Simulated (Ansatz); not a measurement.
Calculated with Ansatz (gas phase, PBE0-D4/def2-TZVP geometries, no zero-point term in ΔE). CBS: MP2 limit from def2 TZ/QZ plus the TZ coupled-cluster correction, frozen cores. This one scheme is used for every species. DFT in def2-TZVPP. def2 core potentials past Kr. For Sn outer-core shells are correlated without core-valence functions, which leaves a few kJ/mol of doubt a bond. Each species was taken in one conformer, which may not be the lowest.

`F[B](F)[SnH3]` + `N[SiH3]` → `FB(F)N[SiH3]` + `[SnH4]`  (cleavage of the B–Sn bond)

`F[B](F)[SnH3]`:

```xyz
7

F    -0.065    2.268   -0.556
B     0.079    1.306    0.332
F     0.308    1.680    1.575
Sn   -0.056   -0.884   -0.235
H    -0.359   -1.061   -1.902
H    -1.312   -1.635    0.639
H     1.405   -1.675    0.148
```

`N[SiH3]`:

Cartesian coordinates in Å:
```
N -0.691 -0.098 0.806
Si 0.503 0.020 -0.426
H -1.411 -0.800 0.738
H -1.053 0.741 1.230
H 1.046 -1.342 -0.666
H 0.034 0.549 -1.742
H 1.573 0.929 0.060
```

`FB(F)N[SiH3]`:

Cartesian coordinates in Å:
```
F -1.100 0.553 2.462
B -0.534 0.692 1.270
F -0.246 1.928 0.868
N -0.242 -0.406 0.449
Si 0.497 -0.358 -1.131
H -0.485 -1.312 0.820
H 0.548 -1.761 -1.610
H -0.309 0.466 -2.065
H 1.870 0.199 -1.062
```

`[SnH4]`:

Z-matrix (Å, degrees):
```
Sn
H 1 1.704
H 1 1.704 2 109.5
H 1 1.704 2 109.5 3 -120.0
H 1 1.704 2 109.5 3 120.0
```

Is it downhill or uphill in electronic energy at CCSD(T)/CBS, and by how much? (Estimate.)

Ansatz gave: Downhill: ΔE = -29.4 kcal/mol.

What do these levels give: BLYP-D4, BHLYP-D4, ωB97X-V, PBE, r2SCANh, BHLYP, HF/def2-SVP, MP2/def2-SVP, CCSD/def2-SVP, CCSD(T)/def2-SVP, MP2/def2-QZVPP, HF/CBS(def2)? (Estimate.)

The calculation gave: BLYP-D4 -29.4, BHLYP-D4 -32.8, ωB97X-V -30.3, PBE -27.7, r2SCANh -31.3, BHLYP -32.6, HF/def2-SVP -38.7, MP2/def2-SVP -36.7, CCSD/def2-SVP -36.3, CCSD(T)/def2-SVP -36.0, MP2/def2-QZVPP -29.9, HF/CBS(def2) -34.6 kcal/mol.

Largest T1 diagnostic among the species: 0.014.

In def2-TZVPP, CCSD(T) changes the Hartree–Fock value by +4.1 kcal/mol (the triples alone add +0.6 kcal/mol) and MP2 by +4.1 kcal/mol. At CCSD(T), def2-SVP lies −6.6 kcal/mol from the extrapolated value and def2-TZVPP −1.3 kcal/mol.
